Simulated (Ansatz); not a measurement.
Breaking the Ge1–H2 bond in GeH (multiplicity 2 held). Energies count from the point at 1.606 Å.


Restricted levels (R-, RO-) in cc, def2 and unpolarised 6-31G sets keep to the state of the molecule at rest. Unrestricted levels (U-) break spin symmetry where that is lower. Full CI gives the lowest state of the spin. Levels need not reach the same state.

Cores are frozen in the correlated methods. Filled d and f shells under p-block atoms count as core.

The values were computed with Ansatz (a program for electronic structure) with Gaussian orbitals. Values without a source in brackets are computed.

Energies in kcal/mol.

| R (Å) | RO-B3LYP/cc-pVTZ | U-MP2/cc-pVTZ | U-SCS-MP2/cc-pVTZ | U-CCSD/cc-pVTZ | U-CCSD(T)/cc-pVTZ | FCI/cc-pVTZ |
|---|---|---|---|---|---|---|
| 1.285 | 24.8 | 24.9 | 25.0 | 25.5 | 25.7 | 25.7 |
| 1.446 | 4.7 | 4.4 | 4.5 | 4.8 | 4.8 | 4.9 |
| 1.606 | 0.0 | 0.0 | 0.0 | 0.0 | 0.0 | 0.0 |
| 1.767 | 3.1 | 3.8 | 3.7 | 3.3 | 3.2 | 3.2 |
| 1.928 | 10.0 | 11.6 | 11.4 | 10.4 | 10.2 | 10.1 |
| 2.169 | 23.0 | 28.4 | 28.9 | 23.7 | 23.1 | 22.9 |
| 2.410 | 36.4 | 44.1 | 45.9 | 37.1 | 36.1 | 35.3 |
| 2.811 | 56.1 | 55.5 | 58.2 | 54.0 | 53.1 | 51.3 |
| 3.213 | 71.5 | 59.5 | 62.4 | 61.9 | 61.8 | 60.2 |
| 3.695 | 84.7 | 61.0 | 64.0 | 64.6 | 64.9 | 64.4 |
| 4.337 | 95.7 | 61.5 | 64.5 | 65.3 | 65.7 | 65.8 |
| 5.140 | 103.2 | 61.7 | 64.7 | 65.5 | 65.9 | 66.1 |
| 6.425 | 108.2 | 61.7 | 64.7 | 65.5 | 65.9 | 66.3 |

Doubts at one or more of the structures used: a restricted determinant that unrestricted orbitals would lower (RO-B3LYP/cc-pVTZ); a spin-contaminated determinant (U-MP2/cc-pVTZ, U-SCS-MP2/cc-pVTZ, U-CCSD/cc-pVTZ, U-CCSD(T)/cc-pVTZ); T1 above 0.05 (U-CCSD/cc-pVTZ, U-CCSD(T)/cc-pVTZ).
